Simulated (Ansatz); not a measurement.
def2 core potentials replace the inner electrons of Te.

A geometry relaxed with B3LYP-D3(BJ)/def2-SVP (Ansatz, a program for electronic structure), charge 0, multiplicity 1:

```xyz
7

H     -1.1788    -0.7743     0.6003
H     -1.9137     0.3116    -0.6348
C     -0.9859    -0.1744    -0.2979
Te     0.4585     1.3911     0.1170
H      2.1425    -0.1144     1.1230
O      2.0560     0.1574     0.1972
H     -0.5787    -0.7972    -1.1049
```

Q: Write the SMILES of this molecule.

A: `C[Te]O`
